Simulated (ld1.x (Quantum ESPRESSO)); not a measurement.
Before and after: TM potential for Lu (Z = 71)

Lu (Z = 71), norm-conserving Troullier–Martins (Kleinman–Bylander form), made with ld1.x (Quantum ESPRESSO) 7.5 (LDA (PZ), scalar-relativistic). Core [Kr] 4d10 4f14, reference 5s2 5p6 5d1 6s2 6p0. Waves: 5s (bound): rc 1.20 bohr; 5p (bound): rc 1.95 bohr; 5d (bound): rc 2.95 bohr. Local part: all-electron potential smoothed inside 1.20 bohr (lloc = -2). Core correction: none.

Occupied shells without a wave of their own: 6s. They enter only through the test configuration that unscreens the potential.

All-electron outer shells of the reference configuration (LDA (PZ), scalar-relativistic, ld1.x):

| shell | level (eV) | outermost node (bohr) | outermost maximum (bohr) |
| --- | --- | --- | --- |
| 4d | -191.71 | 0.23 | 0.48 |
| 5s | -61.19 | 0.57 | 1.04 |
| 5p | -31.78 | 0.61 | 1.19 |
| 4f | -9.81 | – | 0.47 |
| 6s | -4.81 | 1.41 | 3.00 |
| 5d | -1.92 | 0.68 | 1.84 |
| 6p | -1.40 | 1.73 | 4.32 |

Change: local potential all-electron potential smoothed inside 2.42 bohr (lloc = -2).

Cutoffs: the cutoffs (Ry, on a coarse ladder) from which the occupation-weighted sum of valence levels, in a spherical-Bessel basis at the reference potential, stays within 10 and 1 mRy of its value at 400 Ry; they do not see the model core or the augmentation charge, which bear on the density cutoff. Errors are all-electron minus pseudo energies relative to the spin-unpolarised reference configuration.

Q: What does the change do?

A: The potential gets neither clearly harder nor softer (90 Ry and 160 Ry → 90 Ry and 160 Ry); the miss of the reference levels goes from 0.09 to 0.34 eV; of the 7 tests that both files solve, the error grows in 6 and shrinks in 0 by more than 15 % and 0.3 meV (median size 133.1 → 433.0 meV); neither file shows a bound ghost. The local part now departs from the all-electron potential out to 2.42 bohr, far beyond the s radius of 1.20 bohr, and whatever the projectors do not describe feels it: the likely cause.

| quantity | base | changed |
| --- | --- | --- |
| cutoff, loose | 90 Ry | 90 Ry |
| cutoff, tight | 160 Ry | 160 Ry |
| bound ghosts | none | none |
| largest miss of a reference level, eV | 0.09 | 0.34 |
| error for 5s2 5p6 5d1 6s1 6p0, meV [ΔE 7.58 eV] | -122 | +433 |
| error for 5s2 5p6 5d1 6s0 6p0, meV [ΔE 21.15 eV] | -304 | +1097 |
| error for 5s2 5p6 5d0 6s0 6p0, meV [ΔE 41.37 eV] | -470 | +1464 |
| error for 5s2 5p6 5d1 6s1.5 6p0, meV [ΔE 3.08 eV] | -54 | +192 |
| error for 5s2 5p6 5d1 6s0 6p2, meV [ΔE 7.27 eV] | -133 | +623 |
| error for 5s2 5p6 5d0 6s2 6p0, meV [ΔE 5.49 eV] | -5.0 | +12 |
| error for 5s2 5p5 5d1 6s2 6p0, meV [ΔE 37.23 eV] | -252 | -289 |
| s: phases at 3.22 bohr within 0.05 rad from the reference energy up to (Ry; the scan ends near 5) | -0.5 | -0.8 |
| p: phases at 3.22 bohr within 0.05 rad from the reference energy up to (Ry; the scan ends near 5) | 0.1 | -0.0 |
| d: phases at 3.22 bohr within 0.05 rad from the reference energy up to (Ry; the scan ends near 5) | 1.7 | 1.5 |

Base: The 6s level has no wave, so the channel is fitted at the deeper level alone: the likely source of the large errors. Changed file: The 6s level has no wave, so the channel is fitted at the deeper level alone: the likely source of the large errors.
